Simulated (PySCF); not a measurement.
BrH₇OSi₃.
Bonds: O1–Si2, Si2–Si3, Si3–Si4, Si4–Br5. Hydrogens: H6 on O1; H7, H8 on Si2; H9, H10 on Si3; H11, H12 on Si4.

Method: PySCF 2.14.0, PBE0-D3(BJ)/def2-SVP geometry optimisation, gas phase.

Problem. What internal coordinates does the optimisation give?

Solution. 
```
            bond  length (pm)
          O1–Si2        167.3
         Si2–Si3        234.1
         Si3–Si4        234.1
         Si4–Br5        224.2
           O1–H6         96.2
  Si2–H7, Si2–H8        149.8
 Si3–H9, Si3–H10        149.7
Si4–H11, Si4–H12        149.1
```

Bonds in one row agree within 1 pm and their mean is given. A selection of angles:
```
      angle  degrees
  Si2–O1–H6    117.4
 O1–Si2–Si3    102.8
  O1–Si2–H7    111.7
 Si3–Si2–H7    112.3
  H7–Si2–H8    107.5
Si2–Si3–Si4    104.8
 Si2–Si3–H9    111.9
 Si4–Si3–H9    109.6
 H9–Si3–H10    109.1
Si3–Si4–Br5    106.9
Si3–Si4–H11    112.0
Si3–Si4–H12    113.3
Br5–Si4–H11    108.2
H11–Si4–H12    109.1
```

Torsions: O1–Si2–Si3–Si4 36° (synclinal); Si2–Si3–Si4–Br5 54° (synclinal); H6–O1–Si2–Si3 -169° (antiperiplanar). The mirror-image conformer, all signs reversed, is as good.

Si3 (SiH2 silicon) is distorted tetrahedral (angles from 104.8° to 111.9°). Si2 (oxygen-bound silicon) is distorted tetrahedral (angles from 102.8° to 112.3°). Si4 (SiH2 silicon) is distorted tetrahedral (angles from 106.9° to 113.3°). O1 (silanol oxygen) is bent (angle 117.4°).

Point group: C1 (no symmetry element, even within 0.4 Å). Stationary, but not proved a minimum. The numbers are those of one conformer (H–O1–Si2–Si3 -169°, O1–Si2–Si3–Si4 36°, Si2–Si3–Si4–Br5 54°).

Hardware: an Intel Xeon 6975P-C with one thread, no GPU, shared host with 192 logical CPUs at a one-minute load of 70. Cost: 87 s, 0.55 GiB resident at most. That covers the optimisation of the geometry.
